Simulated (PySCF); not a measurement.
A geometry optimisation on `O[SiH2]CC[SiH3]`.

Computed with PBE0-D3(BJ)/def2-SVP geometry optimisation, gas phase (PySCF 2.14.0). Start geometry: GFN2-xTB. The input is one job of a driver script: a line of settings, then coordinates in Å.

Command:
```bash
OMP_NUM_THREADS=1 python probes_run.py task.json out
```

Input:
```
{"job": {"xc": "PBE0", "basis": "def2-SVP", "d3": "d3bj", "grid": 1, "shake": 0.01, "kind": "geom"}, "charge": 0, "multiplicity": 1}
O      2.305210    -0.489900     1.060570
Si     2.060580    -0.168030    -0.530740
C      0.290310     0.541690    -0.634380
C     -0.720200    -0.430810    -0.125280
Si    -2.508130     0.288630    -0.214890
H      3.090930    -0.834730     1.386070
H      2.192950    -1.411020    -1.293780
H      3.081360     0.802640    -1.008910
H      0.252300     1.470840    -0.023950
H      0.086810     0.817790    -1.648110
H     -0.712870    -1.354950    -0.701480
H     -0.507730    -0.713000     0.911930
H     -3.507030    -0.681310     0.260180
H     -2.836020     0.659870    -1.583200
H     -2.583810     1.484930     0.633080
```

**Question.** Estimate the output.

**Answer.** 
```
step   0  E = -735.74939792  max force = 0.043707
step   1  E = -735.75656340  max force = 0.011038
step   2  E = -735.75704335  max force = 0.002819
step   3  E = -735.75708962  max force = 0.000948
step   4  E = -735.75710287  max force = 0.001073
step   5  E = -735.75710814  max force = 0.000777
step   6  E = -735.75710824  max force = 0.000616
step   7  E = -735.75710846  max force = 0.000417
optimisation converged
```

Energies in Eh; «max force» is the largest Cartesian gradient component in Eh/bohr.

**Question.** Give the first gradient maximum in eV/Å.

**Answer.** With 1 Eh/bohr = 51.422 eV/Å, 2.248 eV/Å.

Main results: final energy -735.75711 Eh after 7 steps; dipole 1.56 D.

Time: 57 s of wall time; peak memory 0.50 GiB. Hardware: Arm Neoverse V1, one thread (shared host).
Labels such as C1 count atoms from 1, the log's own numbers from 0.
